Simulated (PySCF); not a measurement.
# Bond lengths and vibrations by method: BClH3OSi

These are calculations, not measurements. The program is PySCF 2.14.0, an open-source quantum chemistry code, run on an isolated molecule that a program drew, which may never have been made. The molecule is BClH3OSi (charge 0, doublet), drawn as the SMILES string `O[SiH]BCl`.

The geometry was optimised and harmonic frequencies were computed with HF and MP2, all in the cc-pV(D+d)Z basis, for the commonest isotopes, with a restricted reference for singlets and an unrestricted one otherwise, and a frozen core in MP2. Each result is a local minimum of its method.

Geometry at the HF minimum:
```xyz
7
BClH3OSi, angstrom
O     0.4484    2.2366   -0.6039
Si    1.4395    1.0177   -0.1494
B     0.9662   -0.8385   -0.1238
Cl   -0.6726   -1.3560   -0.6284
H    -0.4317    2.0228   -0.8823
H     2.7278    1.6032    0.2340
H     1.7417   -1.6766    0.2214
```

Lengths of the bonds as drawn, in Å (atoms numbered as above):
| bond | HF | MP2 |
|---|---|---|
| O1-Si2 | 1.635 | 1.660 |
| Si2-B3 | 1.916 | 1.919 |
| B3-Cl4 | 1.791 | 1.780 |
| O1-H5 | 0.948 | 0.970 |
| Si2-H6 | 1.466 | 1.473 |
| B3-H7 | 1.193 | 1.203 |

Rotational constants, in GHz:
| constant | HF | MP2 |
|---|---|---|
| A | 10.71 | 10.48 |
| B | 2.193 | 2.225 |
| C | 1.82 | 1.835 |

Harmonic frequencies in cm^-1, each column in rising order, so a row needn't be the same motion in every method:
| rank | HF | MP2 |
|---|---|---|
| 1 | 101 | 86 |
| 2 | 105 | ? |
| 3 | 243 | 314 |
| 4 | 358 | 341 |
| 5 | 433 | 473 |
| 6 | 639 | 629 |
| 7 | 694 | 645 |
| 8 | 809 | 790 |
| 9 | 843 | 829 |
| 10 | 948 | 931 |
| 11 | 981 | 943 |
| 12 | 1113 | 1073 |
| 13 | 2399 | 2342 |
| 14 | 2762 | 2692 |
| 15 | 4146 | 3845 |

**Estimate the missing MP2 frequency from the HF column.**

A single factor s that minimises the squared misfit of MP2 against s times HF over the other rows is sum(HF x MP2) / sum(HF^2) = 0.9527, with an rms misfit of 47 cm^-1. For rank 2 it gives 0.9527 x 105 = 100 cm^-1. The calculation gives 196 cm^-1, 96 cm^-1 above the estimate. The drawn bonds are on average 0.8 % longer in MP2 than in HF.
